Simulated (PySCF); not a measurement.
A GIAO shielding run with PySCF 2.14 (density fitting, non-relativistic, gas phase) on `C(/CC#C)=C/S(C)(=O)=O`, C$_{6}$H$_{8}$O$_{2}$S:

```
$ OMP_NUM_THREADS=1 python probes_run.py task.json out

{"job": {"kind": "nmr", "xc": "PBE0", "basis": "pcSseg-1"}, "charge": 0, "multiplicity": 1}
C      1.892194     2.168560     0.513188
C      1.726672     0.985322     0.583897
C      1.507467    -0.448776     0.638117
C      1.103176    -0.947451    -0.716272
C     -0.141978    -1.190934    -1.079206
S     -1.558735    -0.957712    -0.000720
C     -1.785671     0.843932     0.010036
O     -2.693973    -1.555880    -0.645628
O     -1.251141    -1.387922     1.339850
H      2.052967     3.204517     0.478502
H      2.438043    -0.931074     0.949418
H      0.725425    -0.671909     1.366945
H      1.909053    -1.080401    -1.429758
H     -0.429344    -1.541998    -2.054357
H     -0.858231     1.308502     0.321674
H     -2.582716     1.071211     0.706895
H     -2.060205     1.144044    -0.992491
```

Hardware: 1 thread of an Arm Neoverse V1, shared host. The job also computes population analyses, field gradients.

Q: How large is the calculation?

A: 76 electrons, 200 basis functions and 1057 auxiliary functions.

Q: How long does it take, and how much memory does it need?

A: 33 s of wall time, with 14 SCF cycles and 5 response iterations; peak memory 0.89 GiB. Times on a shared host scatter by some tens of per cent.
